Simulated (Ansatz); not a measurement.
CH6Si2, SMILES `[SiH2]=C[SiH3]` (charge 0, multiplicity 1).

Calculation: frozen-core CCSDTQ/6-31g // PBE0-D3(BJ)/def2-TZVP (Ansatz, a quantum-chemistry and plane-wave program).

Ansatz 0.2 input:
```yaml
crystal:
  periodic: [false, false, false]
  atoms:
    - { symbol: Si, position_ang: [-1.647551, -0.104478, -0.767916] }
    - { symbol: C, position_ang: [-0.018925, -0.595888, -0.755691] }
    - { symbol: Si, position_ang: [1.279983, 0.277811, 0.208529] }
    - { symbol: H, position_ang: [-2.711861, -0.789657, -1.535911] }
    - { symbol: H, position_ang: [-2.117747, 1.065306, 0.003658] }
    - { symbol: H, position_ang: [0.26241, -1.465292, -1.345489] }
    - { symbol: H, position_ang: [2.364745, 0.801695, -0.668589] }
    - { symbol: H, position_ang: [0.664381, 1.426001, 0.929932] }
    - { symbol: H, position_ang: [1.924557, -0.615504, 1.211981] }
basis:
  gaussian: { orbitals: "6-31g" }
correlation:
  method: ccsdtq
```

Output:

```
Functional definition: HF
1090 factors; integrals over basis functions are off by at most 1.2e-7 eV
mean field evaluation 1: about -16842.3494 eV, gradient 2.5e1 eV
mean field evaluation 2: about -16842.3543 eV, gradient 2.5e1 eV
mean field evaluation 4: about -16844.3811 eV, gradient 2.3e0 eV
mean field evaluation 8: about -16844.4174 eV, gradient 5.6e-4 eV
mean field evaluation 16: about -16844.4103 eV, gradient 2.1e-1 eV
mean field -16844.41737751 eV, -619.0209210674 hartree, gradient 1.6e-6 eV, S^2 0.000000; 0 other end points of the search recorded, 0 dependent functions left out; unrestricted orbitals would lower it
11 core orbitals not correlated
reference -16844.41737751 eV, -619.0209210674 hartree; 9, 9 occupied and 27, 27 virtual orbitals, 1090 factors
second order -5.66799966 eV of doubles, -0.00000000 eV of singles
cycle   1  -6.30692390 eV  change   -6.4e-1 eV  update   9.7e-2
cycle   2  -6.84794953 eV  change   -5.4e-1 eV  update   4.6e-2
cycle   3  -6.99568531 eV  change   -1.5e-1 eV  update   2.2e-2
cycle   4  -7.00322525 eV  change   -7.5e-3 eV  update   7.9e-3
cycle   5  -7.01134327 eV  change   -8.1e-3 eV  update   3.5e-3
cycle   6  -7.00913916 eV  change    2.2e-3 eV  update   1.1e-3
cycle   7  -7.00871086 eV  change    4.3e-4 eV  update   4.2e-4
cycle   8  -7.00880107 eV  change   -9.0e-5 eV  update   1.6e-4
cycle   9  -7.00881024 eV  change   -9.2e-6 eV  update   6.5e-5
cycle  10  -7.00879428 eV  change    1.6e-5 eV  update   2.3e-5
cycle  11  -7.00879001 eV  change    4.3e-6 eV  update   1.0e-5
cycle  12  -7.00879076 eV  change   -7.5e-7 eV  update   4.9e-6
cycle  13  -7.00878951 eV  change    1.2e-6 eV  update   1.7e-6
Total energy: -16851.42616702 eV, -619.2784893311 hartree
```
